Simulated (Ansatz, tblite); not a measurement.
Cost and result up the ladder for the cluster Si4H6 (the lowest singlet isomer of a short search) (10 atoms). Charge 0, multiplicity 1. Geometry: PBE-D4/def2-SVP.

```xyz
10

Si    1.431   -1.041   -0.308
Si    0.309   -0.871    1.540
Si   -1.157    0.691    0.628
Si    0.070    0.503   -1.397
H    -0.727   -0.031   -2.561
H    -2.598    0.258    0.526
H     0.421   -1.508    2.898
H     2.628   -1.843   -0.740
H     0.745    1.777   -1.838
H    -1.124    2.064    1.251
```

Ansatz on 4 threads of Arm Neoverse V2 on a shared host; xTB runs through tblite on one thread. Times are rough, summed over both states, and most runs start from the orbitals of an earlier one. No level here is sound enough to serve as a yardstick. The other state is a triplet.

The xTB rows come from tblite. The structure comes from a short search, and lower isomers may exist.

xTB has no spin-polarisation term.

| level | functions | wall time |
| --- | --- | --- |
| GFN1-xTB | 48 | 0.01 s |
| GFN2-xTB | 42 | 0.01 s |
| PBE-D4/def2-TZVP | 184 | 4.4 s |
| PBE0-D4/def2-TZVP | 184 | 6.1 s |
| r2SCAN-D4/def2-TZVP (with forces) | 184 | 11 s |

(1) Estimate what each level gives for the vertical triplet (eV).

Results:

(1) 
```tsv
level	vertical triplet (eV)	remarks
GFN1-xTB	1.78	–
GFN2-xTB	1.37	–
PBE-D4/def2-TZVP	1.89	–
PBE0-D4/def2-TZVP	1.79	restricted SCF unstable in HF (singlet)
r2SCAN-D4/def2-TZVP (with forces)	1.72	restricted SCF unstable in HF (singlet)
```
